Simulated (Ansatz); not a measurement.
One change: `CN[SiH3]` becomes `[CH3][SbH][SiH3]`.

Ansatz, PBE0-D4/def2-TZVP geometries, multiplicity 1. 

Elements past krypton have def2 core potentials.

| property | `CN[SiH3]` |
| --- | --- |
| HOMO energy (B3LYP/def2-TZVPP) / eV | -6.58 |
| HOMO–LUMO gap (PBE0/def2-TZVPP) / eV | 7.27 |
| HOMO energy (PBE0/def2-TZVPP) / eV | -6.79 |
| size of the dipole moment (PBE/def2-TZVPP) / D | 1.29 |
| LUMO energy (ωB97M-V/def2-TZVPP) / eV | 2.02 |
| size of the dipole moment (B3LYP/def2-TZVPP) / D | 1.26 |

(1) Give the same properties after the change, and the shifts. (Best estimate.)

Answers

(1) Ansatz gave: 
```
                                        property  `[CH3][SbH][SiH3]`  shift
             HOMO energy (B3LYP/def2-TZVPP) / eV               -6.69  -0.11
            HOMO–LUMO gap (PBE0/def2-TZVPP) / eV                6.41  -0.86
              HOMO energy (PBE0/def2-TZVPP) / eV               -6.87  -0.08
  size of the dipole moment (PBE/def2-TZVPP) / D                0.83  -0.46
           LUMO energy (ωB97M-V/def2-TZVPP) / eV                1.10  -0.92
size of the dipole moment (B3LYP/def2-TZVPP) / D                0.77  -0.49
```

With PBE0 the HOMO falls by 0.08 eV and the LUMO falls by 0.93 eV, so the gap narrows by about 0.85 eV. PBE moves the HOMO by -0.49 eV and ωB97M-V by 0.26 eV. Dipoles are sizes alone; their direction can turn.

B3LYP here is the variant with VWN-RPA as its local correlation; programs differ in this.

Spin–orbit coupling is left out; it splits and shifts lone-pair levels of the heavy atoms by tenths of an eV.
